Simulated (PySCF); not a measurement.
Compound: C5H6ClF3O.
Atom-mapped SMILES: `[F:1][C:2]([F:3])([F:4])[CH2:5][O:6][C@@H:7]1[CH2:8][C@H:9]1[Cl:10]`

Geometry (GFN2-xTB, Å), atoms numbered from 1 in this order:
```xyz
16
C5H6ClF3O angstrom
F      1.131   -1.810    0.984
C      1.771   -0.979    0.156
F      3.076   -1.286    0.222
F      1.372   -1.281   -1.086
C      1.546    0.498    0.511
O      0.226    0.800    0.847
C     -0.688    0.772   -0.214
C     -2.137    0.761    0.161
C     -1.515   -0.463   -0.441
Cl    -1.926   -0.904   -2.086
H      1.906    1.096   -0.339
H      2.145    0.718    1.399
H     -0.375    1.343   -1.085
H     -2.370    0.727    1.213
H     -2.819    1.344   -0.438
H     -1.351   -1.329    0.184
```

NICS = −σ at a ghost point: NICS(0) at the centroid of the ring atoms, NICS(1) 1 Å to either side along the normal of their mean plane, zz for the tensor component along that normal. Level: GIAO PBE0/pcSseg-1 (PySCF, non-relativistic, gas phase) on the GFN2-xTB geometry, one conformer.

Ring bond lengths (Å), with Mayer bond orders in brackets: C7–C8 1.497 (0.96), C8–C9 1.499 (0.92), C9–C7 1.503 (0.91).

Question: Give the NICS values of each ring in ppm.

Answer: 
```
    ring                                            type  NICS(0)  NICS(1), two faces  NICS(1)zz, two faces  rms pucker (Å)  centre to ring atoms, mean (Å)
C7–C8–C9  3-membered carbocycle; formal bonds all single    -38.8         -8.8 / -7.7         -19.0 / -17.3            0.00                            0.87
```

Question: What do they say, and how far can they be read as aromaticity?

Answer: 
- C7–C8–C9: mean NICS(1)zz -18.1 ppm, shielded. C7, C8, C9 have four or more neighbours, so the value isn't read as a sign of a π ring current. NICS(0) lies 30 ppm below the mean NICS(1).
